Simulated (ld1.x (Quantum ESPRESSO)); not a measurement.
# Building the TM potential for manganese (Mn) (PBEsol, scalar-relativistic).

ld1.x (Quantum ESPRESSO) 7.5 was run on this input:

```
&input
   title='Mn', zed=25., rel=1, dft='PBESOL', iswitch=3,
   config='[Ar] 3d5 4s1 4p0',
   nld=3, rlderiv=1.60, eminld=-9.0, emaxld=5.0, deld=0.04
 /
 &inputp
   pseudotype=2, tm=.true., lloc=0,
   nlcc=.false.,
   file_pseudopw='Mn.UPF', file_wfcaegen='ae.wfc', file_wfcncgen='nc.wfc', file_beta='beta', file_chi='chi'
 /
3
3P  2  1   6.00   0.00  1.25  1.25  0.0
3D  3  2   5.00   0.00  1.45  1.45  0.0
3S  1  0   2.00   0.00  1.30  1.30  0.0
 &test
   configts(1)='3s2 3p6 3d5 4s1 4p0'
 /
```

Command:

```bash
ld1.x < Mn.in > Mn.out
```

Output (shortened: banner, matrices, multipoles, cross overlaps and the repeated all-electron block are left out):

```
Program LD1 v.7.5
     --------------------------- All-electron run ----------------------------

     Mn
     scalar relativistic calculation

     atomic number is 25.00
     dft =PBESOL   lsd =0 sic =0 latt =0  beta=0.20 tr2=1.0E-14
     Exchange-correlation= PBESOL
                           (   1   4  10   8   0   0   0)
     mesh =1187 r(mesh) = 100.09544 a.u. xmin = -7.00 dx = 0.01250
     1 Ry =  13.60569312 eV, c = 137.03599908

     n l     nl                  e(Ry)          e(Ha)          e(eV)
     1 0     1S 1( 2.00)      -472.6645      -236.3323     -6430.9285
     2 0     2S 1( 2.00)       -55.2135       -27.6067      -751.2177
     2 1     2P 1( 6.00)       -46.8837       -23.4418      -637.8852
     3 0     3S 1( 2.00)        -6.8996        -3.4498       -93.8741
     3 1     3P 1( 6.00)        -4.6102        -2.3051       -62.7251
     3 2     3D 1( 5.00)        -1.0976        -0.5488       -14.9340
     4 0     4S 1( 1.00)        -0.8730        -0.4365       -11.8775
     4 1     4P 1( 0.00)        -0.5259        -0.2629        -7.1546

     final scf error:  2.1E-15 reached in  28 iterations

     Etot =   -2313.711153 Ry,   -1156.855577 Ha,  -31479.643927 eV

     Ekin =    2338.999554 Ry,    1169.499777 Ha,   31823.710148 eV
     Encl =   -5511.629976 Ry,   -2755.814988 Ha,  -74989.546064 eV
     Eh   =     960.093897 Ry,     480.046949 Ha,   13062.742937 eV
     Exc  =    -101.174629 Ry,     -50.587314 Ha,   -1376.550949 eV

     normalization and overlap integrals

     s(1S/1S) =  1.000000  <r> =   0.0609  <r2> =    0.0050  r(max) =   0.0400
     s(2S/2S) =  1.000000  <r> =   0.2797  <r2> =    0.0924  r(max) =   0.2331
     s(2P/2P) =  1.000000  <r> =   0.2472  <r2> =    0.0752  r(max) =   0.1885
     s(3S/3S) =  1.000000  <r> =   0.8527  <r2> =    0.8396  r(max) =   0.7361
     s(3P/3P) =  1.000000  <r> =   0.9052  <r2> =    0.9669  r(max) =   0.7547
     s(3D/3D) =  1.000000  <r> =   1.1867  <r2> =    1.8597  r(max) =   0.7642
     s(4S/4S) =  1.000000  <r> =   2.7969  <r2> =    8.9410  r(max) =   2.3836
     s(4P/4P) =  1.000000  <r> =   3.5211  <r2> =   14.2841  r(max) =   2.9480

     ------------------------ End of All-electron run ------------------------

     --------------------- Generating NC pseudopotential ---------------------

      Generating local pot.: lloc=0, matching radius rcloc =   1.3000

      Wfc   3P  rcut= 1.260  Using Troullier-Martins method

      Wfc   3D  rcut= 1.464  Using Troullier-Martins method

     ------------------- End of pseudopotential generation -------------------

     Computing logarithmic derivative in   1.60784
     Computing logarithmic derivative in   1.60784
     Computing the partial wave expansion
       no projector for channel:   0
     R is outside the sphere for l=    1 j= 0.00
     R is outside the sphere for l=    2 j= 0.00

     ---------------------- Testing the pseudopotential ----------------------

     Mn
     scalar relativistic calculation

     atomic number is 25.00   valence charge is 15.00
     dft =PBESOL   lsd =0 sic =0 latt =0  beta=0.20 tr2=1.0E-14
     mesh =1187 r(mesh) = 100.09544 xmin = -7.00 dx = 0.01250

     n l     nl             e AE (Ry)        e PS (Ry)    De AE-PS (Ry)
     1 0     3S   1( 2.00)       -6.89962       -6.89962        0.00000
     2 1     3P   1( 6.00)       -4.61021       -4.61023        0.00002
     3 2     3D   1( 5.00)       -1.09763       -1.09763        0.00000
     2 0     4S   1( 1.00)       -0.87298       -0.92796        0.05498  !
     3 1     4P   1( 0.00)       -0.52585       -0.53633        0.01048  !

     eps = 6.3E-15  iter = 49

     Etot =   -2313.711153 Ry,   -1156.855577 Ha,  -31479.643927 eV
     Etotps =  -206.853285 Ry,    -103.426642 Ha,   -2814.382312 eV

     Ekin =     100.130175 Ry,      50.065088 Ha,    1362.340440 eV
     Encl =    -418.985344 Ry,    -209.492672 Ha,   -5700.586008 eV
     Ehrt =     165.671856 Ry,      82.835928 Ha,    2254.080434 eV
     Ecxc =     -21.684667 Ry,     -10.842334 Ha,    -295.034927 eV
     Epseu=     -31.985305 Ry,     -15.992653 Ha,    -435.182250 eV

     ---------------------- End of pseudopotential test ----------------------
```

Generation and configuration tests took about 2.5 s on one core of a shared server CPU.
